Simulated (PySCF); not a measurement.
Core-level binding energies of `C#C[P+](C)(C)CCP`

C₆H₁₃P₂ (charge +1).
Numbering: `[CH:1]#[C:2][P+:3]([CH3:4])([CH3:5])[CH2:6][CH2:7][PH2:8]`

Method: PySCF, delta-SCF UKS SCAN, pcX-2 on the ionised atom, pcseg-1 elsewhere, spin-free X2C. Vertical ΔSCF values, vacuum level as zero.

Give the core binding energies atom by atom.

```csv
atom(s),bonded to,level,binding energy (eV),2p1/2 (eV),above the level's lowest (eV),count
P8,C and 2 H,P 2p3/2,139.97,140.86,0.00,1
P3,4 C,P 2p3/2,143.09,143.97,+3.12,1
C7,"C, 2 H and P",C 1s,294.63,–,0.00,1
C2,C (triple bond) and P,C 1s,295.23,–,+0.60,1
C1,C (triple bond) and H,C 1s,295.40,–,+0.77,1
C6,"C, 2 H and P",C 1s,295.44,–,+0.81,1
C4/C5,3 H and P,C 1s,295.57,–,+0.94,2
P8,C and 2 H,P 1s,2153.56,–,0.00,1
P3,4 C,P 1s,2156.91,–,+3.35,1
```

The listed C 1s values span 0.94 eV, from C7 (bonded to C, 2 H and P) to C4/C5 (bonded to 3 H and P). The values 295.40 and 295.44 eV lie too close for their order to be trusted.

Lowest listed P 1s: P8, bonded to C and 2 H. Highest, 3.35 eV above it: P3, bonded to 4 C. Summing the Pauling electronegativity differences to the bonded atoms, each weighted by its formal bond order, gives +0.38 for the lowest site and +1.44 for the highest.

The listed P 2p3/2 values span 3.12 eV, from P8 (bonded to C and 2 H) to P3 (bonded to 4 C). Summing the Pauling electronegativity differences to the bonded atoms, each weighted by its formal bond order, gives +0.38 for the lowest site and +1.44 for the highest.

What is the C 1s shift of C6 against C4/C5?

295.44 − 295.57 = -0.13 eV, or -13 kJ/mol.

Which photon wavelength matches the P 1s of P8 threshold?

λ = hc/E = 12398.42 eV Å / 2153.56 eV = 5.757 Å.

One atom of each set of topologically equivalent atoms was ionised and stands for the set; in this conformer not all members are related by symmetry, and their own values weren't computed. Spin contamination (⟨S²⟩ against 0.75 for a pure doublet) is marked for C 1s of C1 (0.90) and C 1s of C2 (0.87), which makes these values less certain. For 2p shells one spin-free hole was relaxed; a mean-field spin–orbit operator and the ground-state splitting of the three 2p orbitals were then diagonalised within the shell. The shell's mean is (2 × 2p3/2 + 2p1/2)/3, and the degeneracies 2j + 1 give areas of 2:1. 2p1/2 minus 2p3/2 (ligand field included): P 0.89 eV (mean over sites). The species carries charge +1, so core ionisation leaves charge +2. Isolated species at its PBE0-D3(BJ)/def2-SVP geometry (one conformer only).

The values belong to the conformer `[CH:1]#[C:2][P+:3]([CH3:4])([CH3:5])[CH2:6][CH2:7][PH2:8]`: C2–P3–C6–C7 -41°, P3–C6–C7–P8 -64°, H–P8–C7–C6 -169°, H–P8–C7–C6 96°.
